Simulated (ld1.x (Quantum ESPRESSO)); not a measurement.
Values are calculated unless marked as measured or tabulated.
# Pseudopotentials across the periodic table

Generated with ld1.x 7.5 (TM, RRKJ, ultrasoft, PAW), atompaw 4.2 or ONCVPSP 4.0.1. The cutoff is in Ry: for ld1.x and atompaw files where the sum of valence levels is converged to 10 mRy in a Bessel basis, for ONCV files where the hardest occupied wave has 1 mHa per electron of residual kinetic energy. The error is the largest all-electron minus pseudo excitation energy over each file’s own four to seven test configurations (ionisations up to +4, promotions, holes and added fractions of an electron), all of which were solved. The labels leave out finer settings (local radius, basis sizes, second energies), which also bear on the numbers. Spin-polarised tests are not counted. The rows are a selection from randomly drawn settings: files with unsolved tests, undetermined cutoffs or missed reference levels are left out.

A true bound ghost makes a file unfit for plane-wave use even where its test errors are small: the radial tests pick states by their node count and pass the ghost by.

| element | potential | cutoff (Ry) | largest error (meV) | bound ghosts |
| --- | --- | --- | --- | --- |
| Ga | TM, LDA (PZ), non-relativistic, rc 1.35/2.20 (sp), local s, core correction yes, reference 4s2 4p1 | 40 | -146 | p |
| Au | TM, PBEsol, scalar-relativistic, rc 1.20/1.55/2.15 (spd), local smoothed, core correction no, reference 5s2 5p6 5d8 6s0 6p0 | 110 | +1114 | none |

Task: Fill in the row for Co: TM semilocal, PBEsol, scalar-relativistic, rc 2.00/2.65/1.30 (spd), local p, core correction no, reference 3d7 4s2 4p0.

Result: cutoff 140 Ry, largest error -199 meV, bound ghosts: none.

Task: Fill in the row for Fe: TM, PBE, scalar-relativistic, rc 1.55/2.30/1.20/2.20 (spdf), local s, core correction yes, reference 3d5 4s0 4p0.

Result: cutoff 140 Ry, largest error -717 meV, bound ghosts: p.

Task: Fill in the row for B: RRKJ, PBE, scalar-relativistic, rc 1.45/2.80/2.35 (spd), local d, core correction yes, reference 2s1.5 2p1.5.

Result: cutoff 30 Ry, largest error +383 meV, bound ghosts: none.
